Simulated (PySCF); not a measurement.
## Does the structure fit the spectrum?

A compound C7H12OSi2 gives the data below (simulated from a calculation) and was assigned the structure `[SiH3]Cc1cccc(O[SiH3])c1`.

¹³C{¹H} NMR (computed): δ 170.0 (C), 143.7 (CH2), 141.9 (CH), 113.3 (C), 107.3 (CH2), 83.5 (C), 6.1 (CH3).

¹H NMR (400 MHz, computed): δ 6.47 (m, 1H), 6.46 (m, 1H), 6.19 (m, 1H), 5.00 (br s, 1H), 4.98 (s, 3H), 4.83 (d, 1H), 4.77 (br s, 1H), 2.09 (s, 3H).

Theory: NMR shieldings at PBE0/pcSseg-1/GIAO, structure optimised with GFN2-xTB, in PySCF 2.14 (non-relativistic, fast rotation and ring inversion assumed for equivalent nuclei, one computed conformer, no solvent model).

Chemical shifts δ = σref − σ; ¹H (σ = 31.72 ppm) and ¹³C (σ = 186.93 ppm) against TMS, all at this level.

**Question.** Compare with the shifts computed for the proposed structure, pairing carbons in order of shift.

**Answer.** Atom-mapped SMILES (the numbers label the heavy atoms): `[SiH3:1][CH2:2][c:3]1[cH:4][cH:5][cH:6][c:7]([O:8][SiH3:9])[cH:10]1` (H(Xn): hydrogen on atom n).

```json
{"atom": "C7", "computed for proposal": "162.6", "given list": "170.0", "difference": "-7.4"}
{"atom": "C3", "computed for proposal": "148.6", "given list": "143.7", "difference": "+4.9"}
{"atom": "C5", "computed for proposal": "134.9", "given list": "141.9", "difference": "-7.0"}
{"atom": "C4", "computed for proposal": "125.6", "given list": "113.3", "difference": "+12.3"}
{"atom": "C10", "computed for proposal": "124.3", "given list": "107.3", "difference": "+17.0"}
{"atom": "C6", "computed for proposal": "114.9", "given list": "83.5", "difference": "+31.4"}
{"atom": "C2", "computed for proposal": "21.4", "given list": "6.1", "difference": "+15.3"}
```

The rms difference is 16.0 ppm and the largest +31.4 ppm at C6 (aromatic CH). The carbon types in order of shift don't match either: C, C, CH, CH, CH, CH, CH2 for the proposal against C, CH2, CH, C, CH2, C, CH3 in the data. The proposal doesn't fit.

**Question.** Which isomer fits?

**Answer.** SMILES O(C([Si@H](C=C)C#CC)=C)[SiH3].

Carbon types of the structure: 3 × C, 1 × CH, 2 × CH2, 1 × CH3, leaving 4 H on heteroatoms. δC 170.0: alkene carbon bearing oxygen; an sp2 carbon further deshielded by the attached heteroatom. δC 143.7: terminal =CH2 carbon; an sp2 carbon of a C=C bond. δC 141.9: alkene CH; as expected for a trigonal carbon in a double bond. δC 107.3: β carbon of an enol-ether or enamine type C=C; the O or N lone pair pushes π density onto this β carbon and shields it.

The shifts were computed for this structure.

Shifts are as computed. Against solution values, carbons near 30 ppm lie about +3 ppm off and those near 130 ppm about +5 ppm. Of 1211 compounds with measured shifts, 218 miss one by over three times the rms of a fit or turn the order of signals round; such compounds aren't used in these exercises. No couplings were computed; multiplicities are counted from neighbouring protons, with m where these are inequivalent, close in shift, in a saturated or five-membered ring or joined by F or P, and br s for small geminal =CH2 splittings.
